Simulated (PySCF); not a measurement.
# Frontier orbitals and the lowest excitations

Species: C6H11NOSi.
Z-matrix (Å and degrees, PBE0-D3(BJ)/def2-SVP geometry), rows numbered from 1:
```
C 
C   1  1.5044
O   2  1.2258  1  121.72
N   2  1.3493  1  117.20  3  -179.91
C   4  1.4441  2  120.44  1   176.99
C   5  1.5038  4  114.54  2   142.26
C   6  1.3423  5  117.55  4  -145.29
C   7  1.5015  6  118.14  5     1.22
Si  8  1.9201  7  101.68  6    20.43
H   1  1.0985  2  113.62  3  -175.62
H   1  1.0997  2  108.68  3    62.53
H   1  1.0988  2  108.49  3   -53.60
H   4  1.0120  2  119.51  1     2.89
H   5  1.1112  4  109.27  2   -94.41
H   6  1.0968  5  120.51  4    37.42
H   7  1.0960  6  120.79  5  -177.91
H   8  1.1018  7  112.41  6   143.75
H   8  1.1063  7  110.75  6   -97.52
H   9  1.4905  5  113.83  4    43.36
H   9  1.4886  5  117.41  4   -94.16
```

Method: TDDFT CAM-B3LYP/def2-SVPD, vertical, gas phase, core orbitals frozen in the response (PySCF).

Kohn–Sham orbitals with the atoms that hold most of them (Löwdin shares over 4%, at most four atoms; ? is withheld):

| orbital | ε (eV) | atoms |
| --- | --- | --- |
| HOMO-3 | -9.90 | O3 34%, C8 16%, Si9 11%, C2 6% |
| HOMO-2 | -9.11 | N4 28%, O3 26%, C6 9%, C7 8% |
| HOMO-1 | -8.72 | ? |
| HOMO | -8.24 | ? |
| LUMO | 1.00 | C1 18%, H13 17%, C2 10%, H10 10% |
| LUMO+1 | 1.32 | C6 19%, C7 18%, C2 10%, O3 8% |
| LUMO+2 | 1.51 | Si9 17%, C7 14%, C8 9%, C6 7% |

Give the leading atoms of the HOMO-1.

O3 (bonded to C) 32%; C8 (bonded to C, Si and 2 H) 17%; Si9 (bonded to 2 C and 2 H) 11%; N4 (bonded to 2 C and H) 10%.

Give the leading atoms of the HOMO.

C6 (bonded to 2 C and H) 26%; C7 (bonded to 2 C and H) 25%; C5 (bonded to C, N, Si and H) 11%; C8 (bonded to C, Si and 2 H) 8%.

How does S1 compare with the orbital gap of 9.24 eV?

S1 is at 5.98 eV (f = 0.0028), 3.26 eV below the gap, made of HOMO-1→LUMO+1 (29%), HOMO-1→LUMO+3 (29%), HOMO-3→LUMO+3 (15%). Its leading pair isn't HOMO and LUMO; the energies of that pair differ by 10.04 eV. Without the coupling terms of the response equations the lowest excitation would equal the gap.

Next come S2 at 6.54 eV (f 0.037), HOMO→LUMO (61%), HOMO→LUMO+1 (12%); S3 at 6.61 eV (f 0.084), HOMO→LUMO+1 (52%), HOMO→LUMO+2 (22%), HOMO→LUMO+3 (8%); S4 at 6.77 eV (f 0.0068), HOMO-1→LUMO+1 (34%), HOMO-1→LUMO (17%), HOMO-1→LUMO+3 (12%); S5 at 6.85 eV (f 0.0027), HOMO→LUMO+2 (32%), HOMO-2→LUMO (16%), HOMO-1→LUMO (14%).

Löwdin shares depend on the basis, the more so with diffuse functions.

One conformer stands for the species.
